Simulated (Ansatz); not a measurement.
Abridged output of a molecular run in Ansatz:

```
Functional definition: HF
1653 factors; integrals over basis functions are off by at most 1.3e-3 eV
mean field evaluation 1: about -73815.9892 eV, gradient 3.9e1 eV
mean field evaluation 2: about -73816.2872 eV, gradient 3.9e1 eV
mean field evaluation 4: about -73819.9474 eV, gradient 4.0e0 eV
mean field evaluation 8: about -73820.0287 eV, gradient 3.1e-1 eV
mean field evaluation 16: about -73820.0293 eV, gradient 1.3e-6 eV
mean field -73820.02934439 eV, -2712.8360413933 hartree, gradient 1.3e-6 eV, S^2 0.000000; 0 other end points of the search recorded, 0 dependent functions left out
21 core orbitals not correlated: weight in the atoms' cores, before any rotation towards them, 1.000 or more for the frozen orbitals, at most 0.000 for the correlated occupied ones
reference -73820.02934439 eV, -2712.8360413933 hartree; 19, 19 occupied and 238, 238 virtual orbitals, 1653 factors
second order -24.29296274 eV of doubles, -0.00000000 eV of singles
cycle   1  -24.52573278 eV  change   -2.3e-1 eV  update   1.3e-1
cycle   2  -25.29094693 eV  change   -7.7e-1 eV  update   3.8e-2
cycle   3  -25.42904320 eV  change   -1.4e-1 eV  update   1.9e-2
cycle   4  -25.41476553 eV  change    1.4e-2 eV  update   4.6e-3
cycle   5  -25.41287172 eV  change    1.9e-3 eV  update   2.0e-3
cycle   6  -25.41293206 eV  change   -6.0e-5 eV  update   6.3e-4
cycle   7  -25.41255922 eV  change    3.7e-4 eV  update   2.6e-4
cycle   8  -25.41254615 eV  change    1.3e-5 eV  update   9.1e-5
cycle   9  -25.41259740 eV  change   -5.1e-5 eV  update   3.6e-5
cycle  10  -25.41258760 eV  change    9.8e-6 eV  update   1.4e-5
perturbative correction -1.11358847 eV, -0.0409236214 hartree
Total energy: -73846.55552046 eV, -2713.8108603839 hartree
```

Its atoms:

Cartesian coordinates in Å:
```
O 0.9876 0.8564 1.6375
Si 0.4155 -0.5502 1.0231
S -1.7505 -0.4215 0.3463
B -0.1032 -0.6724 -0.8193
Ga 0.2934 1.1126 -1.7978
H 0.8956 1.0198 2.5780
H 0.4082 -1.5952 2.0822
H -2.0133 -1.6843 0.7412
H -0.0946 -1.7101 -1.4108
H -0.5729 2.4218 -1.6140
H 1.5342 1.2231 -2.7664
```

**Question.** Which basis set was used?
A. def2-SVP
B. def2-TZVPPD
C. cc-pV(D+d)Z
D. def2-TZVPP

**Answer.** D. It gives 278 functions.

**Question.** Write the keys of the input that set method, charge and spin (a neutral closed shell needs none for the last two).

**Answer.** 
```yaml
correlation: {method: ccsd_t}
```
